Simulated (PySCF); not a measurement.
**How methods differ on the ionisation energy of Ti⁺**

Ti⁺ [Ar] 3d2 4s1 (4F) → Ti²⁺ [Ar] 3d2 (3F), as a difference of total energies. Computed with PySCF 2.14 in aug-cc-pVTZ with one added diffuse shell each of s, p, d, f, g type (9s8p6d4f3g, 118 functions), with no relativity, point nucleus. Correlated levels: valence: [Ar] frozen. The calculations carry no spin-orbit coupling.

```
           method  ionisation energy (eV)
              UHF                  12.852
              LDA                  14.111
              PBE                  13.921
             PBE0                  13.697
           r2SCAN                  13.734
             BP86                  13.960
            B97-3                  13.422
        CAM-B3LYP                  13.751
    MP2 (valence)                  13.030
SCS-MP2 (valence)                  12.911
```

**Question.** How much does correlation contribute at MP2 (valence)?

**Answer.** 13.030 − (12.852) = 0.178 eV, measured against UHF.

These non-relativistic numbers lack the scalar-relativistic shift.

Errors of the correlated levels include the incompleteness of this basis and the frozen core.

For comparison: 13.575 eV (measured; NIST Atomic Spectra Database, ionization energies).
